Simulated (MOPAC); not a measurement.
MOPAC input (PM7):

```
PM7 FORCE THERMO(298,298) PRECISE LET CHARGE=1 GEO-OK AUX(PRECISION=9) THREADS=1
BaF

Ba    0.00000000 1    0.00000000 1   -0.33833343 1
F     0.00000000 1    0.00000000 1    1.85277164 1
```

### Question
Which zero-point energy does it print?

### Answer
0.67 kcal/mol, from the harmonic wavenumbers of PM7.
